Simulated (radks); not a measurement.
Neutral helium, configuration [He] (the NIST ground configuration). Method: scalar-relativistic Kohn-Sham, LDA (Slater exchange, Perdew-Zunger correlation), spin-polarised, spherical densities, point nucleus; computed with a radial shooting solver on a logarithmic mesh with Libxc functionals.

Radial electron density D(r) = 4 pi r^2 rho(r):

r (bohr)  D(r) (e/bohr)
0.03744         0.05351
0.04056         0.06202
0.04394         0.07180
0.0476          0.08304
0.05156         0.09593
0.05586          0.1107
0.06051          0.1275
0.06555          0.1466
0.07101          0.1684
0.07692          0.1930
0.08333          0.2209
0.09027          0.2522
0.09779          0.2873
0.1059           0.3265
0.1148           0.3700
0.1243           0.4182
0.1347           0.4713
0.1459           0.5293
0.158            0.5924
0.1712           0.6605
0.1855           0.7334
0.2009           0.8108
0.2176           0.8922
0.2358           0.9767
0.2554            1.063
0.2767            1.151
0.2997            1.238
0.3273            1.332
0.3545            1.412
0.3841            1.485
0.416             1.550
0.4507            1.604
0.4882            1.644
0.5289            1.669
0.5729            1.677
0.6207            1.666
0.6724            1.636
0.7284            1.587
0.789             1.519
0.8547            1.434
0.9259            1.333
1.003             1.220
1.087             1.099
1.177            0.9712
1.275            0.8423
1.381            0.7157
1.496            0.5949
1.621            0.4830
1.756            0.3824
1.902            0.2946
2.061            0.2204
2.232            0.1598
2.418            0.1120
2.62            0.07568
2.838           0.04916
3.074           0.03061
3.33            0.01821
3.608           0.01032
3.908          0.005547

D(r) has 1 maximum, at r = 0.568 bohr.
